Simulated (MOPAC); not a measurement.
MOPAC input (AM1):

```
AM1 1SCF GEO-OK AUX(PRECISION=9) THREADS=1
CH7NSi

C    -1.61259100 1    0.40663200 1   -0.40219200 1
N    -0.48680100 1    0.22901600 1    0.50365600 1
Si    1.06784200 1   -0.29760500 1   -0.00860500 1
H    -2.15712400 1   -0.52205100 1   -0.61377400 1
H    -1.25332800 1    0.80154800 1   -1.35485800 1
H    -2.32248000 1    1.13263300 1    0.00054800 1
H    -0.76188600 1    0.02694800 1    1.45217600 1
H     1.11728800 1   -1.67941400 1   -0.56648300 1
H     1.54781700 1    0.60912900 1   -1.07979000 1
H     1.96307400 1   -0.24522700 1    1.17020300 1
```

Output:

```
 *******************************************************************************
 **                                                                           **
 **                              MOPAC v23.2.5                                **
 **                                                                           **
 *******************************************************************************
 ** MOPAC's Digital Object Identifier: https://doi.org/10.5281/zenodo.6511958 **
 **                                                                           **
 ** Please cite the open-source release paper for use of this MOPAC version:  **
 ** J. E. Moussa and J. J. P. Stewart (2026)                                  **
 ** MOPAC: An open-source semiempirical molecular orbital program             **
 ** J. Open Source Softw., 11(119), 8025, https://doi.org/10.21105/joss.08025 **
 *******************************************************************************

                              AM1 CALCULATION RESULTS

 *******************************************************************************
 *  AM1        - The AM1 Hamiltonian to be used
 *  GEO-OK     - OVERRIDE INTERATOMIC DISTANCE AND OTHER SAFETY CHECKS
 *  1SCF       - DO 1 SCF AND THEN STOP
 *  AUX        - OUTPUT AUXILIARY INFORMATION
 *******************************************************************************
AM1 1SCF GEO-OK AUX(PRECISION=9) THREADS=1
 CH7NSi

   ATOM   CHEMICAL          X               Y               Z
  NUMBER   SYMBOL      (ANGSTROMS)     (ANGSTROMS)     (ANGSTROMS)

     1       C         -1.61259100  *   0.40663200  *  -0.40219200  *
     2       N         -0.48680100  *   0.22901600  *   0.50365600  *
     3      Si          1.06784200  *  -0.29760500  *  -0.00860500  *
     4       H         -2.15712400  *  -0.52205100  *  -0.61377400  *
     5       H         -1.25332800  *   0.80154800  *  -1.35485800  *
     6       H         -2.32248000  *   1.13263300  *   0.00054800  *
     7       H         -0.76188600  *   0.02694800  *   1.45217600  *
     8       H          1.11728800  *  -1.67941400  *  -0.56648300  *
     9       H          1.54781700  *   0.60912900  *  -1.07979000  *
    10       H          1.96307400  *  -0.24522700  *   1.17020300  *

          CARTESIAN COORDINATES

    NO.       ATOM           X           Y           Z

     1         C         -1.6126      0.4066     -0.4022
     2         N         -0.4868      0.2290      0.5037
     3        Si          1.0678     -0.2976     -0.0086
     4         H         -2.1571     -0.5221     -0.6138
     5         H         -1.2533      0.8015     -1.3549
     6         H         -2.3225      1.1326      0.0005
     7         H         -0.7619      0.0269      1.4522
     8         H          1.1173     -1.6794     -0.5665
     9         H          1.5478      0.6091     -1.0798
    10         H          1.9631     -0.2452      1.1702

  H: (AM1): M.J.S. DEWAR ET AL, J. AM. CHEM. SOC. 107 3902-3909 (1985)
  C: (AM1): M.J.S. DEWAR ET AL, J. AM. CHEM. SOC. 107 3902-3909 (1985)
  N: (AM1): M.J.S. DEWAR ET AL, J. AM. CHEM. SOC. 107 3902-3909 (1985)
 Si: (AM1): M.J.S.DEWAR, C. JIE, ORGANOMETALLICS, 6, 1486-1490 (1987).

           Empirical Formula: C H7 N Si  =    10 atoms

      MOLECULAR POINT GROUP   :   C1

      RHF CALCULATION, NO. OF DOUBLY OCCUPIED LEVELS = 10

 -------------------------------------------------------------------------------
 AM1 1SCF GEO-OK AUX(PRECISION=9) THREADS=1
 CH7NSi

     1SCF WAS SPECIFIED, SO BFGS WAS NOT USED
     SCF FIELD WAS ACHIEVED

                              AM1 CALCULATION
                                                       MOPAC v23.2.5 Linux

          FINAL HEAT OF FORMATION =        -10.93547 KCAL/MOL =     -45.75400 KJ/MOL

          COSMO AREA              =        110.75 SQUARE ANGSTROMS
          COSMO VOLUME            =         98.07 CUBIC ANGSTROMS

          IONIZATION POTENTIAL    =          9.323546 EV
          HOMO LUMO ENERGIES (EV) =         -9.324  1.630
          NO. OF FILLED LEVELS    =         10
          MOLECULAR WEIGHT        =         61.1585         POINT GROUP:  C1

          MOLECULAR DIMENSIONS (Angstroms)

            Atom       Atom       Distance
            H    10    H     6     4.65108
            H     7    H     9     3.21634
            H     6    H     8     2.11715

          SCF CALCULATIONS        =          1

   ATOM   CHEMICAL          X               Y               Z
  NUMBER   SYMBOL      (ANGSTROMS)     (ANGSTROMS)     (ANGSTROMS)

     1       C         -1.61259100  *   0.40663200  *  -0.40219200  *
     2       N         -0.48680100  *   0.22901600  *   0.50365600  *
     3      Si          1.06784200  *  -0.29760500  *  -0.00860500  *
     4       H         -2.15712400  *  -0.52205100  *  -0.61377400  *
     5       H         -1.25332800  *   0.80154800  *  -1.35485800  *
     6       H         -2.32248000  *   1.13263300  *   0.00054800  *
     7       H         -0.76188600  *   0.02694800  *   1.45217600  *
     8       H          1.11728800  *  -1.67941400  *  -0.56648300  *
     9       H          1.54781700  *   0.60912900  *  -1.07979000  *
    10       H          1.96307400  *  -0.24522700  *   1.17020300  *

                             CARTESIAN COORDINATES

   1    C       -1.612591000     0.406632000    -0.402192000
   2    N       -0.486801000     0.229016000     0.503656000
   3   Si        1.067842000    -0.297605000    -0.008605000
   4    H       -2.157124000    -0.522051000    -0.613774000
   5    H       -1.253328000     0.801548000    -1.354858000
   6    H       -2.322480000     1.132633000     0.000548000
   7    H       -0.761886000     0.026948000     1.452176000
   8    H        1.117288000    -1.679414000    -0.566483000
   9    H        1.547817000     0.609129000    -1.079790000
  10    H        1.963074000    -0.245227000     1.170203000

           Empirical Formula: C H7 N Si  =    10 atoms

      MOLECULAR POINT GROUP   :   C1

                  EIGENVALUES
 -34.80408 -25.69516 -17.25404 -15.99504 -14.66880 -14.13446 -12.39438 -12.06595
 -11.84688  -9.32355   1.63026   1.77660   1.92348   2.15966   4.25217   4.54678
   4.96340   5.21229   6.19596

              NET ATOMIC CHARGES AND DIPOLE CONTRIBUTIONS

  ATOM NO.   TYPE          CHARGE      No. of ELECS.   s-Pop       p-Pop
    1          C          -0.067151        4.0672     1.21017     2.85699
    2          N          -0.644473        5.6445     1.52724     4.11723
    3         Si           0.986870        3.0131     0.82498     2.18815
    4          H           0.044019        0.9560     0.95598
    5          H           0.070582        0.9294     0.92942
    6          H           0.070732        0.9293     0.92927
    7          H           0.184344        0.8157     0.81566
    8          H          -0.237383        1.2374     1.23738
    9          H          -0.206024        1.2060     1.20602
   10          H          -0.201517        1.2015     1.20152
 DIPOLE           X         Y         Z       TOTAL
 POINT-CHG.     0.038    -0.131    -0.191     0.235
 HYBRID        -0.733    -0.213     0.365     0.846
 SUM           -0.694    -0.345     0.174     0.794

          ATOMIC ORBITAL ELECTRON POPULATIONS

     Atom    s        px        py        pz
    1  C   1.21017   0.91385   0.99465   0.94849
    2  N   1.52724   1.18157   1.82199   1.11366
    3 Si   0.82498   0.64358   0.76662   0.77794
    4  H   0.95598
    5  H   0.92942
    6  H   0.92927
    7  H   0.81566
    8  H   1.23738
    9  H   1.20602
   10  H   1.20152

 **********************
 *                    *
 * JOB ENDED NORMALLY *
 *                    *
 **********************

 == MOPAC DONE ==
```

The geometry given is a B3LYP-D3(BJ)/def2-TZVP minimum.
